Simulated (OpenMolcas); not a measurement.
# Re III: effect of the IPEA shift

* Program: OpenMolcas 26.06
* Basis: ANO-RCC-VTZP [8s7p5d3f2g1h]
* Scalar Hamiltonian: DKH2, point nucleus
* Active space: 5 electrons in 6 orbitals (5d 6s)
* State averaging: 2S+1 = 6 even, 6 roots; 2S+1 = 4 even, 84 roots (64 in the spin-orbit step); 2S+1 = 2 even, 184 roots (129 in the spin-orbit step)
* Spin-orbit coupling: state interaction with AMFI integrals over the reference wave functions, term energies averaged over their components

Methods on the same reference wave functions:
A. CASSCF
B. MS-CASPT2, IPEA 0 Eh, imaginary shift 0.1 Eh (closed shells correlated: 5s 5p)
C. MS-CASPT2, IPEA 0.25 Eh, imaginary shift 0.1 Eh (closed shells correlated: 5s 5p)

Energies in eV above 5d⁵ ⁶S_5/2, the measured ground level; measured values from the list in Brasseur, Gamrath and Quinet, At. Data Nucl. Data Tables 157, 101636 (2024).

| Level | A | B | C | Measured |
| --- | --- | --- | --- | --- |
| 5d⁵ ⁶S_5/2 | 0.0000 | 0.0000 | 0.0000 | 0.0000 |
| 5d⁴ 6s ⁶D_1/2 [62 %] | 1.9511 | 1.825 | 1.832 | 1.7849 |
| 5d⁴ 6s ⁶D_5/2 | 2.4585 | 2.426 | 2.402 | 2.4448 |
| 5d⁵ ⁴G_7/2 [61 %] | 2.6432 | 2.255 | 2.280 | 2.0942 |
| 5d⁴ 6s ⁶D_7/2 [58 %] | 2.7151 | 2.636 | 2.631 | 2.7408 |
| 5d⁵ ⁴G_11/2 | 2.7549 | 2.412 | 2.428 | 2.2342 |
| 5d⁵ ⁴G_9/2 | 2.8071 | 2.458 | 2.475 | 2.2746 |
| 5d⁴ 6s ⁶D_9/2 | 2.9706 | 2.895 | 2.887 | 2.9101 |
| 5d⁵ ⁴D_1/2 [58 %] | 3.3097 | 2.872 | 2.916 |  |
| 5d⁵ ²I_11/2 [74 %] | 3.9570 | 3.552 | 3.590 | 3.2447 |
| 5d⁵ ²I_13/2 | 4.2529 | 3.874 | 3.905 | 3.5444 |
| 5d⁵ ⁴F_5/2 [65 %] | 4.5833 | 3.965 | 4.042 | 3.7570 |
| 5d⁴ 6s ⁴H_9/2 [60 %] | 4.9365 | 4.433 | 4.524 | 4.3568 |
| 5d⁴ 6s ⁴H_11/2 [73 %] | 5.1468 | 4.705 | 4.778 | 4.7322 |
| 5d⁴ 6s ⁴H_13/2 | 5.3676 | 4.938 | 5.005 | 4.8726 |
| 5d⁵ ²S_1/2 [58 %] | 5.4817 | 4.758 | 4.885 |  |
| 5d⁵ ²H_11/2 [62 %] | 5.4962 | 4.984 | 5.049 |  |
| 5d⁴ 6s ⁴G_11/2 [55 %] | 6.2823 | 5.696 | 5.787 |  |
| 5d⁵ ²D_3/2(2) | 6.2969 | 5.447 | 5.593 |  |

Deviations, from unrounded energies. A percentage is the sum of absolute deviations over the sum of measured energies, with the sign that they share, or ± where signs differ.

| Against measurement | Levels | A | B | C |
| --- | --- | --- | --- | --- |
| mean absolute deviation (cm-1) | 13 | 3500 | 1100 | 1300 |
| other terms of the ground configuration (%) | 6 | +22.4 | +8.0 | +9.2 |
| other configurations (%) | 7 | ±7.4 | ±1.5 | ±2.4 |

B lies closest to measurement on these levels and A furthest from it. The largest miss of B in the table is 5d⁵ ²I_13/2, by +2700 cm-1. The ranking rests on the paired levels alone, and a cruder setting can come out closer through cancelling errors.

Between B and C the level of the table that moves most is 5d⁵ ²D_3/2(2), by 1200 cm-1 (lowest in B, highest in C). Moves below CASPT2's spread within the term are not significant.

The mean deviations of B to C differ by less than CASPT2's widest spread within a term (490 cm-1), so their order carries little weight.

From A to B the spin-free energies of the other terms of 5d⁵ shown, above ⁶S, scale by factors of 0.83 to 0.89, as is usual when dynamic correlation screens the repulsion within a d or f shell.

The lowest spin-free term lies below A's lowest term by 0.323 hartree in B, 0.312 hartree in C.

CASPT2 does not keep the components of a term degenerate, so their means are used; among the terms shown or strongly mixed into the levels shown the widest spread is 490 cm-1 (5d⁴ 6s ⁴H, C). Some high roots are left out of the spin-orbit mixing, which shifts the levels that they would mix with. Some levels mix across a computed gap that differs much from the measured one, so their mixing is not that of the real levels. Configurations are named by rounded mean occupations; where the s occupation lies near a half they are strongly mixed, a name can repeat and a true partner stay unpaired. A single d shell beside an s shell can misplace configurations of different d count against each other. The CASPT2 spread within a term exceeds the gap to the next term for 5d⁵ ²I and 5d⁵ ²F(1), 5d⁵ ²F(1) and 5d⁵ ⁴F, so the order of their levels is uncertain, and so are names and mixing where such terms share a J (figures for B; the like holds for C). Without dynamic correlation excited terms often stand tens of per cent too high (terms of higher spin than the ground term too low), and those without a measured partner can miss by more than the paired ones (holds for A). Blocks of more than 70 roots (2S+1 = 2 even) ran without multistate coupling (holds for B; C). Measured partners are found by configuration, term and J. A level has none where our copy of the source lacks it or the pairing is in doubt (some pairs that miss far off the trend of their configuration count as doubtful), and it then counts in no deviation. Only configurations of the active space appear. Levels that lie high or do not pair safely by name in every column are left out.

A share in square brackets marks a mixed level and gives the weight of the term that names it, the lowest over the columns. A number in round brackets counts repeated terms of one configuration in the order of the reference energies.
